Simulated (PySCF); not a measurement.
Magnetisability: `C#CC1=CC=CC[C@@H]1O`, C$_{8}$H$_{8}$O

Geometry (Å), atoms numbered from 1 in this order:
```xyz
17

C     3.1410    1.1054   -0.9637
C     2.0186    0.8408   -0.6231
C     0.7122    0.4928   -0.2342
C    -0.2174    1.4105    0.0920
C    -1.5468    1.0149    0.4897
C    -1.9672   -0.2395    0.3087
C    -1.0778   -1.2650   -0.3228
C     0.4077   -0.9853   -0.0590
O     0.7942   -1.4055    1.2374
H     4.1176    1.3483   -1.2596
H     0.0156    2.4648    0.0505
H    -2.1947    1.7693    0.9110
H    -2.9701   -0.5429    0.5693
H    -1.3131   -2.2635    0.0514
H    -1.2555   -1.2659   -1.4042
H     1.0278   -1.5835   -0.7346
H     0.3010   -0.8836    1.8814
```

The calculation used GIAO BHandHLYP/pcSseg-1 magnetisability, rotational g tensor and spin-rotation constants, non-relativistic, gas phase in PySCF. Geometry: GFN2-xTB.

(1) How diamagnetic is it, and how anisotropic?

(2) Split it along the inertial axes a, b, c into diamagnetic and paramagnetic parts about the centre of mass, with the quadrupole moment.

(3) And the rotational g tensor?

## Answers

(1) Isotropic -1249 × 10⁻³⁰ J/T², or -75.2 × 10⁻⁶ cm³/mol; principal values -1457, -1189, -1100 × 10⁻³⁰ J/T², anisotropy 321 × 10⁻³⁰ J/T² (root of half the summed squared differences of the principal values). The susceptibility is in cgs units.

(2) 
| axis | χ (10⁻⁶ cm³/mol) | diamagnetic (10⁻⁶ cm³/mol) | paramagnetic (10⁻⁶ cm³/mol) | summed x² of all electrons (Å²) | quadrupole Θ (D Å) |
| --- | --- | --- | --- | --- | --- |
| a | -70.6 | -518.6 | 448.0 | 196.1 | +8.84 |
| b | -71.7 | -974.4 | 902.7 | 88.6 | -6.38 |
| c | -83.3 | -1208.0 | 1124.7 | 33.6 | -2.46 |

Anisotropies 2χaa − χbb − χcc = +13.8 and 2χbb − χaa − χcc = +10.4 × 10⁻⁶ cm³/mol. Θ is traceless in Buckingham's convention.

(3) 
| axis | rotational constant (GHz) | g | nuclear part | electronic part |
| --- | --- | --- | --- | --- |
| a | 2.9295 | -0.0359 | 0.5806 | -0.6166 |
| b | 1.3684 | -0.0103 | 0.5700 | -0.5803 |
| c | 1.0763 | -0.0034 | 0.5653 | -0.5687 |

Asymmetric top; isotopes 12C, 1H, 16O; no vibrational averaging.
